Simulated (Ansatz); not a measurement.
A nudged elastic band was laid between two geometries of CH4BFO (8 atoms, charge 0, multiplicity 1).

Level of theory: RKS r2SCANh-D4/def2-SVP (Ansatz).

```json
{
 "movable images": "5",
 "climbing image": "yes",
 "spring": "5.0 eV/Å²",
 "optimiser": "lbfgs",
 "start path": "through a guess of the saddle point",
 "force threshold": "0.05 eV/Å",
 "iteration limit": "60",
 "end points": "relaxed",
 "largest step": "0.5 Å"
}
```

Initial state:

```xyz
8
Properties=species:S:1:pos:R:3
O -1.242 0.750 -0.168
C 0.115 0.431 -0.014
B 0.367 -1.108 0.076
F -0.632 -1.964 0.004
H -1.327 1.706 -0.218
H 0.574 0.877 0.898
H 0.755 0.804 -0.846
H 1.484 -1.554 0.213
```

Final state:

```xyz
8
Properties=species:S:1:pos:R:3
O -0.974 1.172 -0.327
C 0.271 0.579 -0.054
B 0.295 -0.976 0.055
F -0.863 -1.627 0.028
H -1.661 0.569 -0.023
H 0.727 0.966 0.888
H 0.996 0.886 -0.831
H 1.301 -1.626 0.209
```

Q: What changes between the two ends?

A: No bond is made or broken. The dihedral H5–O1–C2–H6 goes from 59 to -98°.

Q: What energy profile does the band end with?

A: The forces met the threshold. The highest image is number 2 of 0 to 6, 0.073 eV above the first end and 0.110 eV above the last; the last end lies 0.036 eV below the first. Another band between the same ends (5 images) ends at a top of the same energy, where a vibrational analysis finds 1 clearly imaginary mode.

```
image  path coordinate (Å)  energy (eV)  dihedral H5–O1–C2–H6 (°)
    0                 0.00        0.000                        59
    1                 0.31        0.029                        34
    2                 0.63        0.073                         3
    3                 0.94        0.060                       -27
    4                 1.25        0.012                       -55
    5                 1.58       -0.024                       -76
    6                 1.91       -0.036                       -98
```

Q: What is the geometry of the highest image?

A: 
```xyz
8
Properties=species:S:1:pos:R:3
O -1.158 0.826 -0.436
C 0.165 0.454 -0.113
B 0.353 -1.087 0.089
F -0.680 -1.903 0.001
H -1.452 1.498 0.181
H 0.554 0.954 0.797
H 0.877 0.777 -0.905
H 1.434 -1.576 0.330
```

The band took 41 iterations and of the order of 3 core-minutes.

Run time: 3.4 min on 1 thread of AMD EPYC 9R45 96-Core Processor (Zen 5), with other jobs on the host, peak memory 0.18 GiB.
